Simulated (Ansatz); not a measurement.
Z-matrix (Å, degrees):
```
C
Se 1 1.938
F 1 1.465 2 106.3
H 1 1.087 2 113.5 3 114.8
H 1 1.087 2 114.0 3 -114.4
Al 2 2.405 1 75.7 3 9.2
H 6 1.580 2 117.6 1 -108.5
H 6 1.582 2 117.4 1 90.0
```

The species carries charge 0 and has multiplicity 1.

Task: List the PBE0/def2-TZVPP orbital energies in eV (Ansatz). (An estimate is asked.)

Result: Ansatz gave: Occupied: -12361.21, -1584.02, -1528.16, -1421.07, -1421.01, -1420.97, -675.97, -281.92, -214.44, -158.06, -157.88, -157.75, -113.96, -74.06, -73.93, -73.85, -58.05, -58.01, -57.90, -57.75, -57.74, -35.35, -21.73, -18.43, -15.49, -15.34, -14.71, -12.04, -11.11, -10.05, -8.47, -8.10, -6.65. Lowest empty: -0.98, -0.23, 0.96, 1.32, 1.75, 2.04, 2.27, 2.62.
